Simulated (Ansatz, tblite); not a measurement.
Isomers of Li₂Al₄ (singlet), found by a short tight-binding search and relaxed with r2SCAN-D4/def2-SVP in Ansatz.

The xTB rows come from tblite. Correlated methods freeze 20 core orbitals; core or outer-core shells of Li are correlated, in sets that lack core-valence functions.

Run but left out: HF/def2-TZVPP (A: restricted singlet, unstable towards broken spin symmetry).

A: The restricted singlet is unstable towards broken spin symmetry in Hartree–Fock (as tested in another run); at PBE-D4/def2-TZVP, revPBE-D4/def2-TZVP, r2SCAN-D4/def2-TZVP, r2SCANh-D4/def2-TZVP and others this wasn't settled. At CCSD(T)/def2-TZVPP T1 of the charge 0 singlet is large (up to 0.023), so the single-reference result is doubtful. At CCSD(T)/def2-TZVPP the restricted singlet (for correlated methods, its reference) is unstable: a solution with broken spin symmetry lies lower. B: The restricted singlet is unstable towards broken spin symmetry in Hartree–Fock (as tested in another run); at revPBE-D4/def2-TZVP, r2SCAN-D4/def2-TZVP, r2SCANh-D4/def2-TZVP, PBE0-D4/def2-TZVP this wasn't settled. At CCSD(T)/def2-TZVPP T1 of the charge 0 singlet is large (up to 0.023), so the single-reference result is doubtful. At CCSD(T)/def2-TZVPP the restricted singlet (for correlated methods, its reference) is unstable: a solution with broken spin symmetry lies lower.

Other spin states weren't relaxed.

A:

```xyz
6

Li   -2.517   -1.253    1.403
Li    0.885    2.867    0.934
Al   -0.633   -1.686   -0.447
Al    1.334   -1.320   -1.917
Al   -0.538    0.531    0.764
Al    1.469    0.860   -0.737
```

B:

```xyz
6

Li   -0.0232    1.7983    2.4874
Li   -0.9333    0.7104   -1.7213
Al    1.2799    0.7681    0.3384
Al   -0.7655   -2.0048   -0.7346
Al   -0.9853   -0.3275    1.1166
Al    1.4275   -0.9445   -1.4865
```

**Question.** Estimate which lies lowest at each level, and how far above it the others are (kJ/mol).

**Answer.** 
| level | A | B |
| --- | --- | --- |
| GFN1-xTB | 20.0 | 0.0 |
| GFN2-xTB | 0.0 | 15.9 |
| PBE-D4/def2-TZVP | 10.9 | 0.0 |
| revPBE-D4/def2-TZVP | 11.4 | 0.0 |
| r2SCAN-D4/def2-TZVP | 7.7 | 0.0 |
| r2SCANh-D4/def2-TZVP | 9.1 | 0.0 |
| PBE0-D4/def2-TZVP | 12.8 | 0.0 |
| MP2/def2-TZVPP | 10.3 | 0.0 |
| CCSD/def2-TZVPP | 15.0 | 0.0 |
| CCSD(T)/def2-TZVPP | 13.8 | 0.0 |
Point groups (tolerance 0.1 Å): A C2v, B Cs. Lower isomers may exist.
